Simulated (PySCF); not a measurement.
**Trend along the alkali metals: MMg cations**

PBE with double-zeta basis sets in PySCF, for the lowest determinant that a PBE0 search found; no spin–orbit coupling. De refers to high-spin ground-configuration atoms (the charge goes to the atom of lower measured ionisation energy or higher electron affinity, which is not always the lowest computed limit). A positive dipole points towards Mg; it is taken about the centre of mass and depends on that origin.

```
 M      basis  charged atom  state (unpaired electrons)  Re (Å)  ωe (cm⁻¹)  De (eV)  μ (D)
Li    cc-pVDZ           Li+      singlet (closed shell)   2.903        262     0.88  -5.33
Na    cc-pVDZ           Na+      singlet (closed shell)   3.203        150     0.66  -2.74
 K   def2-SVP            K+      singlet (closed shell)   3.759       97.4     0.35  -3.04
Rb   def2-SVP           Rb+      singlet (closed shell)   3.955       83.5     0.30  -0.55
Cs  def2-SVPD           Cs+      singlet (closed shell)   4.209       70.0     0.25   0.19
```

The shortest bond is that of LiMg⁺ (2.903 Å), the longest that of CsMg⁺ (4.209 Å).

The rows differ in basis set, which adds steps of its own.

Down a group the atoms grow and get heavier, so bonds lengthen and wavenumbers fall; this series shows no clear exception.

Closed-shell solutions of metal pairs were not tested for spin polarisation, which can lower them a little. Weak bonds: CsMg⁺, KMg⁺, RbMg⁺. Basis-set superposition, not corrected here, can be much of De in a small basis, most of all at correlated wavefunction levels. Spin–orbit coupling is left out. For an ion De counts to the pair picked by the measured ionisation energies or electron affinities, which need not be the lowest pair at this level.
